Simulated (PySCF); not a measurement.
Species: C4H8F2Si.
Structure used (PBE0-D3(BJ)/def2-SVP), in Å, numbered top down from 1:
```xyz
15
C4H8F2Si angstrom
F     -1.2448    0.3696    1.3325
C     -1.0195    0.3526   -0.0333
C     -0.4800   -1.0157   -0.4179
C      0.8789   -1.2265    0.2815
Si     1.6233    0.5194    0.4108
C      0.0695    1.3695   -0.3374
F     -0.2505    2.6178    0.1329
H     -1.9751    0.5986   -0.5275
H     -1.2114   -1.7947   -0.1541
H     -0.3650   -1.0475   -1.5142
H      0.7234   -1.6183    1.2984
H      1.5117   -1.9505   -0.2510
H      1.9046    0.9601    1.8058
H      2.8380    0.7372   -0.4308
H      0.1786    1.4247   -1.4373
```

Linear response at CAM-B3LYP/def2-SVPD (PySCF, frozen core in the response, non-relativistic). One conformer (not necessarily the lowest) at the PBE0-D3(BJ)/def2-SVP geometry, without solvent, vibrations or thermal averaging.

Static isotropic polarisability: 72.48 au (10.74 Å³), principal values 65.8, 72.8, 78.8 au.

What is the polarisability at 1064 nm and at the sodium D line?

73.02 au at 1064 nm (+0.7 %), 74.26 au at 589.3 nm (+2.5 %). The rise at 589.3 nm is 3.34 times that at 1064 nm; a pure ω² law gives 3.26. The lowest singlet lies at 167 nm, shorter than both wavelengths.

What is the isotropic C6 coefficient between two such molecules, C6 = (3/π)∫α(iω)² dω?

2263 au (Eh·bohr⁶) by a ten-point quadrature over imaginary frequencies, which is 1350 eV·Å⁶ or 130 J·nm⁶/mol.

Which effective excitation energy ω̄ makes London's formula C6 = (3/4)α²ω̄ exact here?

ω̄ = 4·C6/(3α²) = 0.574 Eh = 15.6 eV. A one-pole form α(ω) = α/(1 − ω²/ω̄²) fitted to the 1064 nm value gives 13.6 eV. London's choice of the ionisation energy (10.38 eV, ΔSCF at the same level) gives C6 = 1500 au, 34 % too low.

How anisotropic is the static polarisability, by Δα² = ½[(α1 − α2)² + (α2 − α3)² + (α3 − α1)²]?

Δα = 11.3 au, or 0.16 of the isotropic value.

What three-body coefficient follows from the one-pole estimate C9 = (3/4)·α·C6?

123000 au. This is an estimate from the two numbers above, not a computed integral.

What does −C6/R⁶ come to at R = 12 Å between centres?

-44 J/mol. This is the leading, orientation-averaged term; C8 and higher terms are left out.
